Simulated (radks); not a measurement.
Results of a calculation; reference values are marked as such.
Question: Orbital eigenvalues (eV) of the caesium ion Cs+, [Xe], of relativity; Dirac values are averaged over j with weights 2j + 1. Spin-unpolarised spherical Kohn-Sham, LDA (Slater exchange, Perdew-Wang correlation), point nucleus unless stated (finite: rms radius 4.8041 fm), a radial shooting solver on a logarithmic mesh with Libxc functionals. A level marked "c x" has the speed of light scaled by that factor and shares open shells by 2j + 1; other Dirac levels either fill j = l - 1/2 first or share by 2j + 1.

shell       non-rel.
2s           -5229.2
2p           -4930.3
3s           -1089.6
3p           -962.08
3d           -724.03
4s           -208.03
4p           -162.13
4d           -82.647
5s           -30.027
5p           -18.797
6s (empty)   -5.3787
4f (empty)  -0.90123

Give the values at the level "Dirac, c x 3".

Answer: 
shell       Dirac, c x 3  change of magnitude (%)
2s               -5268.0                    +0.74
2p               -4942.2                    +0.24
3s               -1097.8                    +0.75
3p               -964.69                    +0.27
3d               -722.86                    -0.16
4s               -209.73                    +0.82
4p               -162.53                    +0.25
4d               -82.306                    -0.41
5s               -30.239                    +0.71
5p               -18.802                    +0.02
6s (empty)       -5.4052                    +0.49
4f (empty)      -0.89934                    -0.21
